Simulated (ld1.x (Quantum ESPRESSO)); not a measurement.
# Building the PAW potential for phosphorus (LDA (PZ), scalar-relativistic).

```
Element                 : phosphorus
Generator               : ld1.x (Quantum ESPRESSO) 7.5
Type                    : PAW
Functional              : LDA (PZ)
Relativity              : scalar-relativistic
Frozen core             : [Ne]
Valence charge          : 5
Reference configuration : 3s2 3p2 (charge +1)
Partial waves           : 3s (bound): rcut 1.10, rcutus 1.45 bohr; 3s channel at 0.05 Ry: rcut 1.10, rcutus 1.45 bohr; 3p (bound): rcut 1.35, rcutus 1.65 bohr; 3p channel at -0.4 Ry: rcut 1.35, rcutus 1.65 bohr; 3d channel at 0.45 Ry: rcut 1.30, rcutus 1.65 bohr; 3d channel at 2.95 Ry: rcut 1.30, rcutus 1.65 bohr
Local potential         : all-electron potential smoothed inside 1.55 bohr (lloc = -2)
Core correction         : Bessel-smoothed model core inside 1.50 bohr
Augmentation charge     : PSQ, inside the norm-conserving radii
```

Poles of the logarithmic derivatives, all-electron (AE) and pseudo (PS). s: poles at 1.7 (AE) and 1.7 (PS) Ry. p: poles at 2.7 (AE) and 2.7 (PS) Ry. d: poles at 3.4 (AE) and 3.4 (PS) Ry. Test radius 1.80 bohr.

* Cutoffs needed: 18 Ry and 30 Ry (the cutoffs (Ry, on a coarse ladder) from which the occupation-weighted sum of valence levels, in a spherical-Bessel basis at the reference potential, stays within 10 and 1 mRy of its value at 400 Ry)
* Ghost test: no extra level below or beside the all-electron valence levels (s, p, d, f tested) (spherical-Bessel basis up to 400 Ry, 20 bohr box)
* Largest excitation error: -138 meV (all-electron minus pseudo) for 3s1 3p0, out of 7 test configurations
* Lowest eigenvalue of the overlap operator: 0.49 (s channel)
* Density cutoff estimated by the generator: 275 Ry
